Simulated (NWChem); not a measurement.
System: CH$_{3}$AlFI; SMILES [CH3][Al]([F])[I]

NWChem printed, in part:

```
             Northwest Computational Chemistry Package (NWChem) 7.3.0
             --------------------------------------------------------

 C1  symmetry detected

                             Geometry "geometry" -> ""
                             -------------------------

 Output coordinates in angstroms (scale by  1.889725989 to convert to a.u.)

  No.       Tag          Charge          X              Y              Z
 ---- ---------------- ---------- -------------- -------------- --------------
    1 Al                  13.0000    -0.03379326    -1.35659004     0.00008456
    2 F                    9.0000    -1.53715354    -2.07114393    -0.00003980
    3 I                   53.0000    -0.01742416     1.10815591    -0.00000051
    4 C                    6.0000     1.57723077    -2.42563291    -0.00000608
    5 H                    1.0000     2.19624824    -2.19667102     0.88257607
    6 H                    1.0000     2.19092638    -2.20401817    -0.88823326
    7 H                    1.0000     1.34661530    -3.50181071     0.00497954

 Effective nuclear repulsion energy (a.u.)     371.8251917257

 Summary of "ao basis" -> "ao basis" (spherical)
 ------------------------------------------------------------------------------
       Tag                 Description            Shells   Functions and Types
 ---------------- ------------------------------  ------  ---------------------
 Al                         def2-svp                 8       18   4s3p1d
 F                          def2-svp                 6       14   3s2p1d
 I                          def2-svp                10       26   4s4p2d
 C                          def2-svp                 6       14   3s2p1d
 H                          def2-svp                 3        5   2s1p

            General Information
            -------------------
          SCF calculation type: DFT
          Wavefunction type:  closed shell.
          No. of atoms     :     7
          No. of electrons :    56
           Alpha electrons :    28
            Beta electrons :    28
          Charge           :     0
          Spin multiplicity:     1
          Use of symmetry is: off; symmetry adaption is: off
          Maximum number of iterations: 150
          AO basis - number of functions:    87
                     number of shells:    39
          Convergence on energy requested:  1.00D-06
          Convergence on density requested:  1.00D-05
          Convergence on gradient requested:  5.00D-04

              XC Information
              --------------
          PerdewBurkeErnzerhof Exchange Functional  1.000
            Perdew 1991 LDA Correlation Functional  1.000 local
           PerdewBurkeErnz. Correlation Functional  1.000 non-local

             Grid Information
             ----------------
          Grid used for XC integration:  medium
          Radial quadrature: Mura-Knowles
          Angular quadrature: Lebedev.
          Tag              B.-S. Rad. Rad. Pts. Rad. Cut. Ang. Pts.
          ---              ---------- --------- --------- ---------
          Al                  1.25       88           9.0       590
          F                   0.50       49          10.0       434
          I                   1.40      123          12.0       590
          C                   0.70       49          11.0       434
          H                   0.35       45          12.0       434
          Grid pruning is: on
          Number of quadrature shells:   444
          Spatial weights used:  Erf1

      Superposition of Atomic Density Guess
      -------------------------------------

 Sum of atomic energies:        -727.33369601

      Non-variational initial energy
      ------------------------------

 Total energy =    -677.826099
 1-e energy   =   -1488.178125
 2-e energy   =     587.800510
 HOMO         =      -0.357551
 LUMO         =      -0.011570

   convergence    iter        energy       DeltaE   RMS-Dens  Diis-err
 ---------------- ----- ----------------- --------- --------- ---------
 d= 0,ls=0.0,diis     1   -679.4550873156 -9.02D+02  2.28D-02  6.86D-01
 d= 0,ls=0.0,diis     2   -679.1261863189  3.29D-01  1.50D-02  4.43D+00
 d= 0,ls=0.0,diis     3   -679.5331341109 -4.07D-01  3.55D-03  3.71D-02
 d= 0,ls=0.0,diis     4   -679.5338719322 -7.38D-04  1.87D-03  2.46D-02
 d= 0,ls=0.0,diis     5   -679.5381279348 -4.26D-03  1.56D-04  1.49D-04
  Resetting Diis
 d= 0,ls=0.0,diis     6   -679.5381489044 -2.10D-05  4.06D-05  1.14D-05
 d= 0,ls=0.0,diis     7   -679.5381501091 -1.20D-06  3.44D-05  1.61D-06
 d= 0,ls=0.0,diis     8   -679.5381495670  5.42D-07  2.20D-05  5.59D-06
 d= 0,ls=0.0,diis     9   -679.5381503521 -7.85D-07  1.73D-06  2.61D-08

         Total DFT energy =     -679.538150352079
      One electron energy =    -1491.366858031938
           Coulomb energy =      646.911575807453
    Exchange-Corr. energy =      -57.634384206066
 Nuclear repulsion energy =      222.551516078472

 Numeric. integr. density =       56.000006275763

                       DFT Final Molecular Orbital Analysis
                       ------------------------------------

 Vector   26  Occ=2.000000D+00  E=-2.757150D-01
              MO Center=  5.7D-01, -1.0D+00,  2.5D-05, r^2= 4.9D+00
   Bfn.  Coefficient  Atom+Function         Bfn.  Coefficient  Atom+Function
  ----- ------------  ---------------      ----- ------------  ---------------
    44      0.368760  3 I  py                47      0.311970  3 I  py
    62     -0.302516  4 C  px                65     -0.205076  4 C  px
    63      0.202007  4 C  py                61      0.174164  4 C  s
    23     -0.173160  2 F  py                 9     -0.160769  1 Al py
    41     -0.149009  3 I  py                 8      0.126358  1 Al px

[...]
```

Level: PBE/def2-SVP with def2 effective core potentials on I, vertical spin-unrestricted ions. Geometry: optimised at PBE0/def2-SVP. No frequency run checked for a minimum. def2 effective core potentials on I; no spin-orbit coupling.

Question: Reconstruct the input file.

Answer: Several could match; the one computed here: the input that was run:
```
start job
memory heap 200 mb stack 900 mb global 1100 mb
geometry units angstroms noautoz
  Al    -0.030685    -1.401017     0.001317
  F     -1.547755    -2.085982     0.000335
  I      0.033969     1.062934    -0.001115
  C      1.559085    -2.501415     0.003905
  H      2.181580    -2.283760     0.886902
  H      2.177899    -2.292735    -0.883904
  H      1.307425    -3.572863     0.009686
end
basis spherical
  * library def2-svp
end
ecp
  I library def2-ecp
end
dft
  xc xpbe96 cpbe96
  iterations 150
  vectors input atomic output neutral.movecs
end
task dft energy
charge 1
dft
  odft
  mult 2
  vectors input atomic output cation.movecs
end
task dft energy
```
